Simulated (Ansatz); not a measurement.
A structure relaxed at PBE0-D4/def2-TZVP, charge 0, multiplicity 1:

| atom | x (Å) | y (Å) | z (Å) |
| --- | --- | --- | --- |
| O1 | 0.0054 | 1.6617 | -0.8124 |
| Si2 | -0.5729 | 0.5451 | 0.1987 |
| F3 | -0.7510 | 1.2500 | 1.5996 |
| F4 | -1.9995 | 0.0326 | -0.2530 |
| C5 | 0.5458 | -0.9275 | 0.3871 |
| Cl6 | 0.9380 | -1.5421 | -1.2477 |
| H7 | 0.2727 | 1.3847 | -1.6906 |
| H8 | 1.4842 | -0.6651 | 0.8754 |
| H9 | 0.0773 | -1.7395 | 0.9430 |

(1) Give its formula and SMILES.

(2) Summarise the bond lengths by kind.

Answers

(1) CH3ClF2OSi, `O[Si](F)(F)CCl`.

(2) 1 × O–Si 1.614 Å; 1 × H–O 0.959 Å; 2 × F–Si 1.578 to 1.582 Å; 1 × C–Si 1.859 Å; 1 × C–Cl 1.790 Å; 2 × C–H 1.090 Å.

Computed with Ansatz.
